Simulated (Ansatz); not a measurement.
Ge2Te3⁻, relaxed as a doublet with UKS PBE-D4/def2-SVPD in Ansatz, starting from the GFN1-xTB geometry. Force threshold 0.02 eV/Å.

In the def2 sets Te takes a core potential; there is no spin–orbit coupling. The relaxation made no stability test and no search for a lower SCF solution. The structure comes from a short search, and lower isomers may exist.

Start:

```csv
atom,x (Å),y (Å),z (Å)
Ge1,-1.183,-0.139,-0.573
Ge2,1.185,0.140,0.574
Te3,0.827,0.851,-1.916
Te4,0.080,-2.221,0.374
Te5,-0.909,1.369,1.542
```

```tsv
step	energy (eV)	largest force component (eV/Å)	SCF passes
1	-134891.4289	1.430	17
2	-134891.5501	0.869	25
3	-134891.6934	0.395	21
4	-134891.7034	0.235	20
5	-134891.7098	0.035	18
6	-134891.7099	0.006	21
```

Force components are those of the run's own axes.

End:

```xyz
5

Ge   -1.269   -0.150   -0.615
Ge    1.269    0.150    0.615
Te    0.855    0.880   -1.980
Te    0.084   -2.295    0.386
Te   -0.939    1.415    1.594
```

By distances, no bond broke or formed. The bond that changes most is Ge1–Ge2, from 2.65 to 2.84 Å (atoms count from 1).

No frequencies were taken in this run, so the end may be a saddle point.

It took 27 s on 4 threads of Arm Neoverse V1 on a shared host.
